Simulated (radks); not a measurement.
Neutral bismuth, 83 electrons, occupied as [Xe] 4f14 5d10 6s1 6p4 (not the ground configuration). Method: Dirac Kohn-Sham, PBEsol, spin-unpolarised, spherical densities, point nucleus; open shells fill j = l - 1/2 first; computed with a radial shooting solver on a logarithmic mesh with Libxc functionals.

Spin-orbit splittings of the eigenvalues, e(l+1/2) - e(l-1/2), with zeta = 2 splitting/(2l+1) and mean radii in bohr:

shell  occ.  splitting (eV)  zeta (eV)  <r> j=l-1/2  <r> j=l+1/2
2p        6            2319       1546      0.05389      0.06294
3p        6           519.2      346.1       0.1616       0.1780
3d       10           110.1      44.03       0.1545       0.1595
4p        6           128.0      85.36       0.3778       0.4126
4d       10           23.89      9.557       0.4162       0.4273
4f       14           5.491      1.569       0.4381       0.4443
5p        6           24.75      16.50       0.8849       0.9746
5d       10           3.021      1.208        1.208        1.251
6p        4           2.049      1.366        2.692        3.110
